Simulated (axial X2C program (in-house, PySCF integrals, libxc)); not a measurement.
TiSb²⁺: from the spin-free to the two-component result

All values were computed with an in-house relativistic program for diatomic molecules. Spin-free means the one-electron spin-free X2C Hamiltonian; two-component (2c) means X2C with spin–orbit coupling and atomic mean-field two-electron Coulomb and Gaunt terms, so the difference of the two also holds small scalar two-electron terms. Basis: Sb dyall-v3z [11s12p8d1f], Ti dyall-v3z [10s10p6d3f2g] (cores contracted in-house); Gaussian nuclei, density fitting, unrestricted open shells. Masses: Sb 120.904 u, Ti 47.948 u.

Spin-free state: M_S = 3/2, Λ = 2 (beyond evenly filled blocks: π+α, π-α, δ+α); fragments Sb+ + Ti+.

```tsv
level	Re (Å)	ωe (cm⁻¹)	μ (D)
BLYP	2.790	212.2	9.43
```

Dipoles are positive if Ti is the positive end and refer to the centre of mass.

Two-component determinant lowest at the distance of the search:

Ω = 7/2 (⟨Sz⟩ = 1.49, ⟨Lz⟩ = 2.01 at BLYP); fragments Sb+ + Ti+.

```
level  Re (Å)  ωe (cm⁻¹)  μ (D)
 BLYP   2.802      203.3   9.41
```

Task: From the two tables, how do the constants change at the BLYP level (2c against spin-free)?

Result: At the BLYP level Re increases by 0.012 Å and ωe falls by 8.9 cm⁻¹.

One determinant describes the state; a PBE0 search over occupations chose it and may have missed a lower one. De is not given where an atomic determinant may have missed its ground term or J level, or where the truncated virtual space spoils (T). Density functionals use the spin component along the axis (collinear). Other states lie close and PBE0, whose exact exchange favours high spin, may order them wrongly; the determinant shown need not be the ground state. The nearest other spin-free determinant of the search, M_S = 5/2, Λ = 3, lies 0.18 eV up at the distance of the search. The functionals have no current-density term, which raises determinants with orbital currents, atoms included. With several unpaired electrons one determinant need not be a pure state. A state of lower Ω lies just above, and one determinant can place such states too high, so the state shown need not be the lowest. The search has Ω = 1/2 only 0.05 eV up. At some level and bond length an empty orbital lies below a filled one.
